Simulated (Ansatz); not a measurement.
```yaml
crystal:
  periodic: [false, false, false]
  atoms:
    - {symbol: S, position_ang: [-6.849084, -1.270002, -0.041576]}
    - {symbol: C, position_ang: [-5.224427, -0.788531, 0.114902]}
    - {symbol: S, position_ang: [-3.851683, -1.826497, -0.181885]}
    - {symbol: C, position_ang: [-2.506857, -0.670754, -0.050423]}
    - {symbol: C, position_ang: [-1.227133, -0.988826, 0.136544]}
    - {symbol: S, position_ang: [0.101384, 0.353089, 0.063504]}
    - {symbol: C, position_ang: [1.282877, -0.850298, -0.155248]}
    - {symbol: C, position_ang: [2.614005, -0.394486, -0.242475]}
    - {symbol: S, position_ang: [3.910989, -1.425630, -0.295500]}
    - {symbol: C, position_ang: [5.145740, -0.166088, -0.354389]}
    - {symbol: S, position_ang: [6.955234, -0.568882, -0.143722]}
    - {symbol: C, position_ang: [4.504507, 1.023462, -0.057928]}
    - {symbol: C, position_ang: [3.047109, 0.918141, -0.035521]}
    - {symbol: O, position_ang: [2.336615, 1.953344, -0.042651]}
    - {symbol: C, position_ang: [3.175681, 2.943633, 0.539793]}
    - {symbol: C, position_ang: [4.352565, 3.355666, -0.233412]}
    - {symbol: O, position_ang: [5.225883, 2.006012, -0.138347]}
    - {symbol: C, position_ang: [0.742887, -2.122520, -0.306310]}
    - {symbol: C, position_ang: [-0.558697, -2.225701, -0.177412]}
    - {symbol: O, position_ang: [-1.196761, -3.261402, -0.379414]}
    - {symbol: C, position_ang: [-0.490687, -4.403693, -0.654061]}
    - {symbol: C, position_ang: [1.061542, -4.583440, -0.108873]}
    - {symbol: O, position_ang: [1.593673, -3.205557, -0.346367]}
    - {symbol: C, position_ang: [-3.416412, 0.400168, -0.008987]}
    - {symbol: C, position_ang: [-4.822666, 0.505687, 0.140614]}
    - {symbol: O, position_ang: [-5.653957, 1.637595, 0.476486]}
    - {symbol: C, position_ang: [-4.884869, 2.763827, 0.757720]}
    - {symbol: C, position_ang: [-3.494140, 2.850464, -0.027831]}
    - {symbol: O, position_ang: [-2.545969, 1.703884, 0.221521]}
    - {symbol: H, position_ang: [-7.041181, -1.421007, 1.323437]}
    - {symbol: H, position_ang: [7.159468, -0.725986, -1.554979]}
    - {symbol: H, position_ang: [2.515761, 4.067856, 0.324075]}
    - {symbol: H, position_ang: [3.147178, 2.995877, 1.633152]}
    - {symbol: H, position_ang: [4.215234, 3.308032, -1.433872]}
    - {symbol: H, position_ang: [5.020035, 4.137490, 0.154994]}
    - {symbol: H, position_ang: [-0.392136, -4.571619, -1.867767]}
    - {symbol: H, position_ang: [-0.983141, -5.491907, -0.527135]}
    - {symbol: H, position_ang: [0.862917, -4.427548, 1.044832]}
    - {symbol: H, position_ang: [1.518818, -5.237269, -0.371052]}
    - {symbol: H, position_ang: [-4.482530, 2.700506, 1.949165]}
    - {symbol: H, position_ang: [-5.353209, 3.637219, 0.531584]}
    - {symbol: H, position_ang: [-3.619596, 2.885950, -1.026686]}
    - {symbol: H, position_ang: [-2.698412, 3.761557, 0.293479]}
basis:
  gaussian: {orbitals: cc-pVDZ, fitting: {mean_field: def2-universal-jkfit}}
hamiltonian: {xc: {name: r2SCAN50}, dispersion: d3bj}
scf: {omitted_lower_state_checks: [starts]}
output: {forces: true}
```

```sh
$ ansatz run in.yaml --threads 2 --pin off --events-out ev --progress --plain --max-ram 32768MiB --backend cuda --devices 0, --max-vram 18GiB
```

It prints (some lines left out):

```
Warning: the engine holds no damping parameters fitted to this dispersion correction and functional, so the run takes those fitted to r2scan50 beside the three-body term, which d3bj leaves out (hamiltonian.dispersion, under Limitations)
Functional definition: r2SCAN50
  name "r2SCAN50"
  cite "Bursch, Neugebauer, Ehlert & Grimme, J. Chem. Phys. 156, 134105 (2022) doi:10.1063/5.0086040"
  cite "Furness, Kaplan, Ning, Perdew & Sun, J. Phys. Chem. Lett. 11, 8208 (2020) doi:10.1021/acs.jpclett.0c02405"
  cite "Furness, Kaplan, Ning, Perdew & Sun, J. Phys. Chem. Lett. 11, 9248 (2020) doi:10.1021/acs.jpclett.0c03077"
  parent r2scan
  parameter a = 0.5
  parameter k0 = 0.174
  parameter k1 = 0.065
  parameter a1 = 4.9479
  exchange = (1 - a)*r2scan_x(k0 = k0, k1 = k1, a1 = a1) + a*exact_x
  correlation = r2scan_c
these checks for a lower state are left out or cut short: starts
2704 factors; integrals over basis functions are off by at most 3.7e-1 eV
mean field evaluation 1: about -85301.8324 eV, gradient 6.2e1 eV
mean field evaluation 2: about -85304.4315 eV, gradient 5.6e1 eV
mean field evaluation 4: about -85311.1835 eV, gradient 5.8e0 eV
mean field evaluation 8: about -85311.2733 eV, gradient 7.2e-1 eV
mean field evaluation 16: about -85311.2747 eV, gradient 8.0e-4 eV
mean field -85311.27472775 eV, -3135.1315201859 hartree, gradient 4.2e-5 eV, S^2 0.000000; 0 other end points of the search recorded, 0 dependent functions left out
the calculation of the forces begins
reference -85311.27474155 eV, -3135.1315206931 hartree; 125, 125 occupied and 371, 371 virtual orbitals, 2704 factors
Total energy: -85312.03784744 eV, -3135.1595643171 hartree
Atom 0 force    -1.157909    -0.877679     1.251404 eV/Å
Atom 1 force     0.715850     0.503830    -0.800936 eV/Å
Atom 2 force    -0.106556    -2.810283     0.143142 eV/Å
Atom 3 force    -9.619978     0.877017    -0.315426 eV/Å
Atom 4 force     6.198577     0.248011    -1.128673 eV/Å
Atom 5 force    -3.032015    -2.061393     0.352442 eV/Å
Atom 6 force    -0.659267     0.103404    -0.666500 eV/Å
Atom 7 force     0.279274     1.847535     1.300605 eV/Å
Atom 8 force     2.637322    -1.894435    -0.587910 eV/Å
Atom 9 force    -0.564832    -2.064271     1.736859 eV/Å
Atom 10 force    -2.361327     0.393757    -2.603195 eV/Å
Atom 11 force    -2.468651    -6.356569    -1.700159 eV/Å
Atom 12 force     4.463534    -5.581498    -1.238373 eV/Å
Atom 13 force    -1.187902     5.164839     1.289333 eV/Å
Atom 14 force    -5.314982     7.215884    -1.215559 eV/Å
Atom 15 force     2.280448    -5.030689    -2.705526 eV/Å
Atom 16 force     2.399080     9.211823     0.455025 eV/Å
Atom 17 force     6.043968    -0.650341     0.713613 eV/Å
Atom 18 force    -2.340473     6.959484     1.666893 eV/Å
Atom 19 force    -3.454881    -6.248133     0.067236 eV/Å
Atom 20 force     2.770924    -6.298921    -4.689529 eV/Å
Atom 21 force   -15.971155    21.543644     9.435025 eV/Å
Atom 22 force     0.752074    -1.329630    -1.276422 eV/Å
Atom 23 force     6.576908     6.905800     1.774279 eV/Å
Atom 24 force     0.308357     0.569737     0.983551 eV/Å
Atom 25 force     2.621412    -2.388876    -1.711109 eV/Å
Atom 26 force     6.156919    -2.709222     3.489818 eV/Å
Atom 27 force     3.939846    -0.117159     5.249882 eV/Å
Atom 28 force    -5.215709    -0.913630    -0.838696 eV/Å
Atom 29 force    -0.157376    -0.064512    -1.007150 eV/Å
Atom 30 force    -0.068334     0.199037     2.005702 eV/Å
Atom 31 force     1.464169    -3.306267     0.750414 eV/Å
Atom 32 force     0.714895    -0.916189    -0.252279 eV/Å
Atom 33 force    -0.124807     0.918288     3.213388 eV/Å
Atom 34 force    -0.650773    -0.273185    -0.139102 eV/Å
Atom 35 force    -0.083737     1.254380     2.762853 eV/Å
Atom 36 force     0.112455     3.193295     0.882156 eV/Å
Atom 37 force     0.902053    -1.667055    -2.053826 eV/Å
Atom 38 force    10.751981   -14.634593    -6.501086 eV/Å
Atom 39 force    -1.569165     0.452382    -3.205337 eV/Å
Atom 40 force    -2.099031     2.483327    -0.345030 eV/Å
Atom 41 force    -0.742932     0.269070    -3.844600 eV/Å
Atom 42 force    -3.138250    -2.120016    -0.697195 eV/Å
Dipole moment:     0.610661     0.476578     0.041135 e Å
Checks for a lower state left out: starts
```

It took 15 s on 2 threads of AMD EPYC 7R13 on a shared host and a share (18 GiB) of an NVIDIA H100 80GB HBM3, peak host memory 1.5 GiB.
